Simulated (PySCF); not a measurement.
Q: Write a Z-matrix for `C([BH2-][NH2+]C)#N` as optimised with PBE0-D3(BJ)/def2-SVP.

A: 
Z-matrix in Å and degrees, rows numbered from 1:
```
C 
N   1  1.4713
B   2  1.6210  1  115.39
C   3  1.5766  2  105.72  1   -61.80
N   4  1.1613  3  176.36  2     6.57
H   1  1.0969  2  108.58  3   -59.71
H   1  1.0976  2  108.39  3    57.83
H   1  1.0990  2  111.38  3   179.00
H   2  1.0226  1  109.89  3  -122.35
H   2  1.0214  1  110.38  3   121.19
H   3  1.2197  2  106.37  1   178.54
H   3  1.2200  2  106.59  1    57.86
```

Of the pairs four or more bonds apart, C4···H7 is among the closest relative to their van der Waals radii: 2.64 Å, 91 % of the sum of Bondi's values. N2 (nitrogen bonded to B, C and 2 H) is distorted tetrahedral (angles from 105.9° to 115.4°). The C–N distances run from 1.161 Å (C4≡N5, drawn triple) to 1.471 Å (C1–N2, drawn single), a spread of 0.310 Å. B3 (four-coordinate boron) is distorted tetrahedral (angles from 105.7° to 112.9°).

Method used: PBE0-D3(BJ)/def2-SVP geometry optimisation, gas phase (PySCF).

Point group: C1 (no symmetry element, even within 0.4 Å). No PBE0-D3(BJ)/def2-SVP frequencies stand behind this structure, so it isn't proved a minimum. One conformer, not necessarily the lowest (C1–N2–B3–C4 -62°).
